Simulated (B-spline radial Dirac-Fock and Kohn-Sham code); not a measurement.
**Binding energies of K²⁺ at several levels of theory**

System: K²⁺ in the configuration 1s2 2s2 2p6 3s2 3p5.

The density-functional columns are spherical, spin-unpolarised Dirac-Kohn-Sham results without Breit or QED terms: −ε is minus the orbital energy of the initial state and ΔSCF the difference of two total energies. The reference in the last column comes from Dirac-Fock energy differences between relaxed states, corrected for Breit and QED terms. All numbers are from an atomic code on a B-spline grid, in eV; a selection of levels is shown.

| level | PBE −ε | PBE ΔSCF | LDA −ε | LDA ΔSCF | Dirac-Fock |
| --- | --- | --- | --- | --- | --- |
| 1s | 3545.7 | 3657.7 | 3535.0 | 3646.6 | 3640.6 |
| 2s | 376.7 | 398.3 | 375.6 | 397.3 | 411.7 |
| 2p1/2 | 305.4 | 329.7 | 305.3 | 329.7 | 328.8 |
| 3s | 56.32 | 64.53 | 56.20 | 64.40 | 66.69 |
| 3p | 39.21 | 46.90 | 39.28 | 46.96 | 45.58 |

Question: Order the estimates of the K (1s) level by their distance from the Dirac-Fock value, nearest first.
A. PBE ΔSCF
B. LDA −ε
C. PBE −ε
D. LDA ΔSCF

Answer: D (6.0 eV), A (17.1 eV), C (94.9 eV), B (105.6 eV).

Values without a named source are computed, but for edge energies of neutral atoms, which are taken from tables.
